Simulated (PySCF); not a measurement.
Mapped SMILES: `[BH3-:1][N+:2]([CH3:3])([CH3:4])[CH2:5]/[CH:6]=[N:7]/[CH3:8]`. Each H is labelled by its parent atom.

PySCF calculation with GIAO CAM-B3LYP/pcSseg-1 shieldings and structure optimised with PBE0-D3(BJ)/def2-SVP; rapidly exchanging positions averaged, non-relativistic, in vacuum, a single conformation.

List the cross peaks expected in HSQC, COSY and HMBC spectra.

Results:



HSQC (one-bond C–H):
```csv
δH,δC
8.12 (H(C6)),170.1 (C6)
3.50 (H(C8)),50.5 (C8)
2.94 (H(C5)),71.2 (C5)
2.35 (H(C3)/H(C4)),53.5 (C3/C4)
```

COSY cross peaks (H two or three bonds apart, from the bond graph; peaks can be absent where the dihedral angle is near 90°):
```csv
δH,δH
8.12 (H(C6)),2.94 (H(C5))
```

HMBC (two and three bonds, from the bond graph):
```csv
δH,δC
8.12 (H(C6)),"71.2 (C5), 50.5 (C8)"
3.50 (H(C8)),170.1 (C6)
2.94 (H(C5)),"170.1 (C6), 53.5 (C3/C4)"
2.35 (H(C3)/H(C4)),"71.2 (C5), 53.5 (C3/C4)"
2.05 (H(B1)),"71.2 (C5), 53.5 (C3/C4)"
```

Referencing at the same level of theory: TMS for ¹H (31.33 ppm), ¹³C (182.45 ppm).

Short H···H contacts in this conformer between protons four or more bonds apart (candidates for NOE cross peaks, intensity ∝ r⁻⁶): H(C6)···H(C8) 2.24 Å, H(B1)···H(C6) 2.31 Å, H(C3)···H(C5) 2.32 Å, H(B1)···H(C3) 2.37 Å, H(B1)···H(C5) 2.43 Å.

Hydrogens on boron are broadened and split by ¹¹B (spin 3/2, 80 %) and 10B (spin 3). Shifts are as computed, not scaled to solution data. Of 1211 compounds with measured shifts, 218 miss one by over three times the rms of a fit or turn the order of signals round; such compounds aren't used in these exercises.
